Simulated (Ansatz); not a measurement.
Calculated with Ansatz (gas phase, PBE0-D4/def2-TZVP geometries, no zero-point term in ΔE). CBS: MP2 limit from def2 TZ/QZ plus the TZ coupled-cluster correction, frozen cores. def2 core potentials past Kr. For Ge, Nb outer-core shells are correlated without core-valence functions, which leaves a few kJ/mol of doubt a bond. Scalar relativity is left out up to krypton. One conformer a species, not always the lowest.

Consider the redistribution: `[Cl][GeH]` + `[OH][Nb]([F])(=[S])[Cl]` → `[OH][GeH]` + `[F][Nb](=[S])([Cl])[Cl]`.

`[Cl][GeH]`:

Cartesian coordinates in Å:
```
Cl 0.470 1.193 0.926
Ge -0.686 -0.507 0.192
H 0.215 -0.687 -1.118
```

`[OH][Nb]([F])(=[S])[Cl]`:

Z-matrix (Å, degrees):
```
Nb
F 1 1.854
S 1 2.130 2 109.0
O 1 1.863 2 109.9 3 118.5
Cl 1 2.281 2 111.3 3 -119.9
H 4 0.960 1 131.6 2 -120.9
```

`[OH][GeH]`:

Cartesian coordinates in Å:
```
O -0.258 0.655 -0.462
Ge 0.624 -0.565 0.507
H 0.320 1.373 -0.734
H -0.686 -1.463 0.689
```

`[F][Nb](=[S])([Cl])[Cl]`:

Cartesian coordinates in Å:
```
F 0.413 1.881 0.135
Nb 0.018 0.084 0.007
S 0.965 -0.675 -1.730
Cl 0.818 -1.050 1.797
Cl -2.213 -0.241 -0.209
```

```json
{"species": "`[Cl][GeH]`", "CCSD(T)/CBS(def2) energy (Eh)": "-2536.49422"}
{"species": "`[OH][Nb]([F])(=[S])[Cl]`", "CCSD(T)/CBS(def2) energy (Eh)": "-1090.26754"}
{"species": "`[OH][GeH]`", "CCSD(T)/CBS(def2) energy (Eh)": "-2152.47759"}
{"species": "`[F][Nb](=[S])([Cl])[Cl]`", "CCSD(T)/CBS(def2) energy (Eh)": "-1474.27673"}
```

Task: Work out ΔE.

Result: ΔE = (-2152.47759) + (-1474.27673) − (-2536.49422) − (-1090.26754) = 0.00744 Eh = +19.5 kJ/mol.

Largest T1 diagnostic among the species: 0.023, so the coupled-cluster value is less sure than usual.

From PBE to PBE0 (25 % exact exchange), in def2-TZVPP and without D4, ΔE moves by +3.0 kJ/mol. In def2-TZVPP, CCSD(T) changes the Hartree–Fock value by −21.0 kJ/mol (the triples alone add −5.0 kJ/mol) and MP2 by −34.3 kJ/mol.
